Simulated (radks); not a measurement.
Effect of the nuclear size on neutral arsenic, [Ar] 3d10 4s2 4p3. Calculated with a radial shooting solver on a logarithmic mesh with Libxc functionals: Dirac Kohn-Sham, LDA (Slater exchange, Perdew-Wang correlation), spin-unpolarised, spherical densities, finite nucleus; open shells fill j = l - 1/2 first; Fermi nuclear charge, rms radius 4.0968 fm. The rms radius is varied about that value; shifts are against it.

rms radius (fm)  total energy shift (eV)  density at nucleus (e/bohr^3)  1s1/2 shift (meV)  2s1/2 shift (meV)  3p1/2 shift (meV)  4s1/2 shift (meV)
3.3061                            -0.138                       3.59e+04              -58.7              -5.77              0.086             -0.073
3.9247                           -0.0324                      3.549e+04              -13.8              -1.35              0.020             -0.017
4.0968                                 0                      3.538e+04              0.000              0.000              0.000              0.000
4.4368                            0.0678                      3.519e+04               28.8               2.84             -0.042              0.036
4.8957                             0.167                      3.496e+04               71.1               7.00             -0.105              0.088

Slopes of the eigenvalues against <r^2> in GHz/fm^2, as finite differences over the two radii next to the reference (eigenvalue slopes, not the field-shift constants of lines): 1s1/2 2410, 2s1/2 237, 3p1/2 -3.54, 4s1/2 2.99.
